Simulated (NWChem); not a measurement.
Everything below was run with NWChem. System: H$_{2}$BF, charge 0, spin multiplicity 1, at a geometry optimised with PBE/def2-SVP. The structure started from a generated list of species. Level: CCSD linear response/6-31G* (spherical d), 2 core orbitals frozen.

Input file:

```
start mol
memory heap 100 mb stack 700 mb global 1900 mb
geometry units angstroms nocenter noautoz
  B      0.000000     0.000000    -0.675614
  H      1.079776     0.000000    -1.239859
  H     -1.079776     0.000000    -1.239859
  F      0.000000     0.000000     0.650865
  symmetry group C2v
end
basis spherical
  * library 6-31g*
end
scf
  rhf
  nopen 0
  maxiter 100
  thresh 1e-7
  semidirect memsize 60000000 filesize 0
end
tce
  freeze core 2
  ccsd
  thresh 1e-6
  tilesize 24
end
set tce:lineresp T
set tce:afreq 0.0428
set tce:respaxis T T T
task tce energy
```

NWChem printed:

```
             Northwest Computational Chemistry Package (NWChem) 7.3.0
             --------------------------------------------------------

                                NWChem Input Module
                                -------------------

 Scaling coordinates for geometry "geometry" by  1.889725989
 (inverse scale =  0.529177249)

 Turning off AUTOSYM since
 SYMMETRY directive was detected!

                             Geometry "geometry" -> ""
                             -------------------------

 Output coordinates in angstroms (scale by  1.889725989 to convert to a.u.)

  No.       Tag          Charge          X              Y              Z
 ---- ---------------- ---------- -------------- -------------- --------------
    1 B                    5.0000     0.00000000     0.00000000    -0.67561400
    2 H                    1.0000     1.07977600     0.00000000    -1.23985900
    3 H                    1.0000    -1.07977600     0.00000000    -1.23985900
    4 F                    9.0000     0.00000000     0.00000000     0.65086500

 Effective nuclear repulsion energy (a.u.)      26.9152980746

            Nuclear Dipole moment (a.u.)
            ----------------------------
        X                 Y               Z
 ---------------- ---------------- ----------------
     0.0000000000     0.0000000000    -0.0000056692

      Symmetry information
      --------------------

 Group name             C2v
 Group number             16
 Group order               4
 No. of unique centers     3

      Symmetry unique atoms

     1    2    4


 Summary of "ao basis" -> "" (spherical)
 ------------------------------------------------------------------------------
       Tag                 Description            Shells   Functions and Types
 ---------------- ------------------------------  ------  ---------------------
 *                           6-31g*                   on all atoms

 Summary of "ao basis" -> "ao basis" (spherical)
 ------------------------------------------------------------------------------
       Tag                 Description            Shells   Functions and Types
 ---------------- ------------------------------  ------  ---------------------
 B                           6-31g*                  6       14   3s2p1d
 H                           6-31g*                  2        2   2s
 F                           6-31g*                  6       14   3s2p1d

                                 NWChem SCF Module
                                 -----------------

  ao basis        = "ao basis"
  functions       =    32
  atoms           =     4
  closed shells   =     8
  open shells     =     0
  charge          =   0.00
  wavefunction    = RHF
  use symmetry    = T
  symmetry adapt  = T

 Summary of "ao basis" -> "ao basis" (spherical)
 ------------------------------------------------------------------------------
       Tag                 Description            Shells   Functions and Types
 ---------------- ------------------------------  ------  ---------------------
 B                           6-31g*                  6       14   3s2p1d
 H                           6-31g*                  2        2   2s
 F                           6-31g*                  6       14   3s2p1d

      Symmetry analysis of basis
      --------------------------

        a1         16
        a2          2
        b1          8
        b2          6

 Forming initial guess at       0.0s

      Superposition of Atomic Density Guess
      -------------------------------------

 Sum of atomic energies:        -124.89488559

      Non-variational initial energy
      ------------------------------

 Total energy =    -125.300402
 1-e energy   =    -225.703184
 2-e energy   =      73.487484
 HOMO         =      -0.364475
 LUMO         =       0.030325

      Symmetry analysis of molecular orbitals - initial
      -------------------------------------------------

  Numbering of irreducible representations:

     1 a1          2 a2          3 b1          4 b2

  Orbital symmetries:

     1 a1          2 a1          3 a1          4 a1          5 b1
     6 b2          7 a1          8 b1          9 b2         10 a1
    11 a1         12 b1         13 b1         14 a1         15 b2
    16 a1         17 a1         18 b1

 Starting SCF solution at       0.1s

 ----------------------------------------------
         Quadratically convergent ROHF

 Convergence threshold     :          1.000E-07
 Maximum no. of iterations :          100
 Final Fock-matrix accuracy:          1.000E-09
 ----------------------------------------------

              iter       energy          gnorm     gmax       time
             ----- ------------------- --------- --------- --------
                 1     -125.2831992402  7.39D-01  2.95D-01      0.1
                 2     -125.3148471787  2.27D-01  7.34D-02      0.1
                 3     -125.3187838760  1.02D-02  3.51D-03      0.1
                 4     -125.3187946412  3.53D-05  1.31D-05      0.1
                 5     -125.3187946414  4.86D-09  1.70D-09      0.1

       Final RHF  results
       ------------------

         Total SCF energy =   -125.318794641388
      One-electron energy =   -226.806807569707
      Two-electron energy =     74.572714853725
 Nuclear repulsion energy =     26.915298074594

        Time for solution =      0.0s

       Symmetry analysis of molecular orbitals - final
       -----------------------------------------------

  Numbering of irreducible representations:

     1 a1          2 a2          3 b1          4 b2

  Orbital symmetries:

[...]
    5   0.0020627652596  -0.2590841488978     0.0     0.0
    6   0.0005345820834  -0.2592904953036     0.0     0.0
    7   0.0003597127327  -0.2593261032598     0.0     0.0
    8   0.0001552052613  -0.2593389375002     0.0     0.0
    9   0.0001082219953  -0.2593387607657     0.0     0.0
   10   0.0000552383103  -0.2593423260114     0.0     0.0
   11   0.0000068745758  -0.2593446540955     0.0     0.0
   12   0.0000025217882  -0.2593451099671     0.0     0.0
   13   0.0000011747031  -0.2593452948207     0.0     0.0
   14   0.0000006011332  -0.2593453146549     0.0     0.0
 -----------------------------------------------------------------
 Iterations converged
 CCSD correlation energy / hartree =        -0.259345314654948
 CCSD total energy / hartree       =      -125.578139956042946

 Singles contributions

 Doubles contributions

 CCSD Lambda iterations
 ---------------------------------------------
 Iter          Residuum            Cpu    Wall
 ---------------------------------------------
    1          0.9597953701377     0.1     0.1
    2          0.0141426456760     0.1     0.1
    3          0.0021742070048     0.1     0.1
    4          0.0001759527058     0.1     0.1
    5          0.0000644467090     0.1     0.1
    6          0.0000072952975     0.1     0.1
    7          0.0000020377053     0.1     0.1
    8          0.0000004922412     0.1     0.1
 ---------------------------------------------
 Iterations converged
1-PDM CCSD : h-h block

 1PDM h-h block largest contributions

1-PDM CCSD : p-p block

 1PDM p-p block largest contributions

1-PDM CCSD : h-p block

 1PDM h-p block largest contributions

1-PDM CCSD : p-h block

 1PDM p-h block largest contributions

1-PDM CCSD : all done

Lambda-CCSD leading excitations:

 Singles contributions

 Doubles contributions

 CCSD dipole moments / hartree & Debye
 ------------------------------------
   X        -0.0000000     -0.0000000
   Y         0.0000000      0.0000000
   Z         0.2419003      0.6148538
 Total       0.2419003      0.6148538
 ------------------------------------

 X   axis ( b1  symmetry)

 Frequency =       0.0428000 / au

 CCSD-LR iterations
 ---------------------------------------------
 Iter          Residuum            Cpu    Wall
 ---------------------------------------------
    1          0.8300780892716     0.1     0.1
    2          0.6973121523281     0.1     0.1
    3          0.3658890315223     0.1     0.1
    4          0.2024178615809     0.1     0.1
    5          0.1071922993357     0.2     0.2
    6          0.0166024758784     0.2     0.2
    7          0.0091885755208     0.2     0.2
    8          0.0039869885985     0.2     0.2
    9          0.0024497075003     0.2     0.2
   10          0.0012742013627     0.2     0.2
   11          0.0001034415496     0.1     0.1
   12          0.0000473963831     0.1     0.1
   13          0.0000224419986     0.1     0.1
   14          0.0000120849537     0.1     0.1
   15          0.0000063244890     0.1     0.1
   16          0.0000013553807     0.1     0.1
   17          0.0000006699939     0.1     0.1
 ---------------------------------------------
 Iterations converged

 Frequency =      -0.0428000 / au

 CCSD-LR iterations
 ---------------------------------------------
 Iter          Residuum            Cpu    Wall
 ---------------------------------------------
    1          0.8300780892716     0.1     0.1
    2          0.7445932650237     0.1     0.1
    3          0.2466697173440     0.1     0.1
    4          0.1168985698647     0.1     0.1
    5          0.0430984393025     0.1     0.1
    6          0.0112452613041     0.1     0.1
    7          0.0055927166816     0.1     0.1
    8          0.0018289747338     0.1     0.1
    9          0.0011372578886     0.1     0.1
   10          0.0003931079055     0.1     0.1
   11          0.0000490453601     0.1     0.1
   12          0.0000217943115     0.1     0.1
   13          0.0000079030188     0.2     0.2
   14          0.0000040950148     0.2     0.2
   15          0.0000018045598     0.1     0.1
   16          0.0000005267607     0.1     0.1
 ---------------------------------------------
 Iterations converged

 Y   axis ( b2  symmetry)

 Frequency =       0.0428000 / au

 CCSD-LR iterations
 ---------------------------------------------
 Iter          Residuum            Cpu    Wall
 ---------------------------------------------
    1          0.7057440164969     0.1     0.1
    2          0.5633776123341     0.1     0.1
    3          0.2804814333017     0.1     0.1
    4          0.1629179086704     0.1     0.1
    5          0.0933836666290     0.1     0.1
    6          0.0216195761388     0.1     0.1
    7          0.0103116556803     0.2     0.2
    8          0.0062617373055     0.2     0.2
    9          0.0038589967760     0.2     0.2
   10          0.0024809634993     0.2     0.2
   11          0.0002379358794     0.2     0.2
   12          0.0001247360549     0.1     0.1
   13          0.0000523690752     0.1     0.1
   14          0.0000286539690     0.1     0.1
   15          0.0000151218614     0.1     0.1
   16          0.0000042112548     0.1     0.1
   17          0.0000021988227     0.1     0.1
   18          0.0000013376023     0.1     0.1
   19          0.0000008434073     0.1     0.1
 ---------------------------------------------
 Iterations converged

 Frequency =      -0.0428000 / au

 CCSD-LR iterations
 ---------------------------------------------
 Iter          Residuum            Cpu    Wall
 ---------------------------------------------
    1          0.7057440164969     0.1     0.1
    2          0.6007785436122     0.1     0.1
    3          0.1876291635101     0.1     0.1
    4          0.0967252596555     0.1     0.1
    5          0.0419901770843     0.1     0.1
    6          0.0120785479375     0.1     0.1
    7          0.0043105994090     0.1     0.1
    8          0.0021116583950     0.1     0.1
    9          0.0009843172353     0.1     0.1
   10          0.0005495902551     0.1     0.1
   11          0.0000831267059     0.1     0.1
   12          0.0000393523946     0.1     0.1
   13          0.0000137859506     0.1     0.1
   14          0.0000069798077     0.2     0.2
   15          0.0000031512755     0.2     0.2
   16          0.0000010424553     0.2     0.2
   17          0.0000004127337     0.2     0.2
 ---------------------------------------------
 Iterations converged

 Z   axis ( a1  symmetry)

 Frequency =       0.0428000 / au

 CCSD-LR iterations
 ---------------------------------------------
 Iter          Residuum            Cpu    Wall
 ---------------------------------------------
    1          0.8381051750611     0.2     0.2
    2          0.8969549477368     0.1     0.1
    3          0.3699540253696     0.1     0.1
    4          0.2300806700485     0.1     0.1
    5          0.1136717355752     0.1     0.1
    6          0.0288978801458     0.1     0.1
    7          0.0176275644218     0.2     0.2
    8          0.0091962764028     0.1     0.1
    9          0.0063114014647     0.1     0.1
   10          0.0038507607026     0.1     0.1
   11          0.0002909158963     0.1     0.1
   12          0.0001485721007     0.1     0.1
   13          0.0000601169984     0.1     0.1
   14          0.0000354743977     0.1     0.1
   15          0.0000171282259     0.1     0.1
   16          0.0000054483721     0.1     0.1
   17          0.0000035177916     0.1     0.1
   18          0.0000018437020     0.1     0.1
   19          0.0000012741512     0.1     0.1
   20          0.0000007757325     0.1     0.1
 ---------------------------------------------
 Iterations converged

 Frequency =      -0.0428000 / au

 CCSD-LR iterations
 ---------------------------------------------
 Iter          Residuum            Cpu    Wall
 ---------------------------------------------
    1          0.8381051750611     0.1     0.1
    2          0.9561894000174     0.1     0.1
    3          0.2349137324858     0.1     0.1
    4          0.1799029941936     0.1     0.1
    5          0.0472534586098     0.1     0.1
    6          0.0189379307068     0.1     0.1
    7          0.0105562578495     0.1     0.1
    8          0.0037823281283     0.2     0.2
    9          0.0026490123001     0.1     0.1
   10          0.0010537283928     0.1     0.1
   11          0.0001440086765     0.1     0.1
   12          0.0000703590485     0.1     0.1
   13          0.0000221028678     0.1     0.1
   14          0.0000149386077     0.1     0.1
   15          0.0000046772304     0.1     0.1
   16          0.0000019862341     0.1     0.1
   17          0.0000011050171     0.1     0.1
   18          0.0000003957909     0.1     0.1
 ---------------------------------------------
 Iterations converged

 CCSD-LR dipole moments / hartree & Debye
 --------------------------------
 X      -0.0000000     -0.0000000
 Y       0.0000000      0.0000000
 Z       0.2419003      0.6148538
 --------------------------------

 CCSD Linear Response polarizability / au
 Frequency  =       0.0428000 / au
 Wavelength =    1064.5643224 / nm
 -------------------------------------------------------|-----------------------------------------------
                     atomic units (bohr^3)              |                   angstroms^3
                  X              Y              Z       |             X              Y              Z
 -------------------------------------------------------|-----------------------------------------------
 X           15.3202378     -0.0000000     -0.0000000   |      2.2702255     -0.0000000     -0.0000000
 Y           -0.0000000      8.4893159     -0.0000000   |     -0.0000000      1.2579871     -0.0000000
 Z           -0.0000000     -0.0000000     14.5470440   |     -0.0000000     -0.0000000      2.1556500
 -------------------------------------------------------|-----------------------------------------------
 Eigs =      15.3202378      8.4893159     14.5470440   |      2.2702255      1.2579871      2.1556500
 Isotropic   =              12.7855326                  |                     1.8946209
 Anisotropic =               6.4790197                  |                     0.9600919
 -------------------------------------------------------|-----------------------------------------------

 Task  times  cpu:       18.2s     wall:       18.2s

 Total times  cpu:       18.2s     wall:       18.2s
```
